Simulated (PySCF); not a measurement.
Computed IR spectrum (relative IR intensity) of a molecule CH5FN2Si2. Coordinates come from a r2SCAN-D4/def2-SVP optimisation. One conformer was computed; it need not be the lowest. These are r2SCAN-D4/def2-SVP (PySCF 2.14.0) values and carry that method's errors. Frequencies are harmonic and unscaled.

Lines under 2 % of the strongest are left out, and lines within 2 cm⁻¹ are merged.

ν (cm⁻¹): 181 (vw), 359 (w), 392 (m), 452 (w), 471 (w), 613 (vw), 660 (m), 694 (w), 705 (w), 720 (vw), 792 (vw), 836 (m), 865 (w), 874 (m), 919 (vs), 939 (vs), 992 (m), 1084 (vs), 1332 (vw), 1639 (m), 2233 (s), 2240 (s), 2252 (m), 3000 (m), 3632 (m) (against the strongest line: vs over 80 %, s over 45 %, m over 15 %, w over 4 %, vw less)

**Question.** Pick the molecule that these values belong to.
(A) N[Si@H]1N=C[Si@H]1F
(B) F[Si@@H]1C=N[SiH2]N1
(C) F[Si@H]1N=C[SiH2]N1
(D) N[Si@H]1C=N[Si@H]1F

**Answer.** B, F[Si@@H]1C=N[SiH2]N1
